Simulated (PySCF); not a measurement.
Computed with TPSSh-D3(BJ)/def2-TZVP // B3LYP-D3(BJ)/def2-TZVP (PySCF 2.14.0). Gas-phase values, no solvent. One relaxed conformer stands for a flexible species; it need not be the lowest. Delta-SCF ions had no search for a lower state. Excitations are Tamm–Dancoff values on a coarser integration grid. The basis has no diffuse functions, so Rydberg states are missing or too high.

Reference species (SMILES): `O1BB1` (neutral, multiplicity 1).

vertical ionisation energy (Delta-SCF): 10.13 eV
T1 excitation (TDA): 3.17 eV
HOMO: -6.83 eV
S1–T1 gap (TDA): 1.09 eV

Changed species: `B(=O)B` (H–B–B–O torsion 29°).

Q: Predict the effect on the vertical ionisation energy (Delta-SCF), T1 excitation (TDA), HOMO and S1–T1 gap (TDA).

A: the vertical ionisation energy (Delta-SCF) goes up by 2.18 eV, to 12.31 eV; the T1 excitation (TDA) rises by 1.15 eV, to 4.32 eV; the HOMO drops by 2.33 eV, to -9.16 eV; the S1–T1 gap (TDA) drops by 0.76 eV, to 0.33 eV.
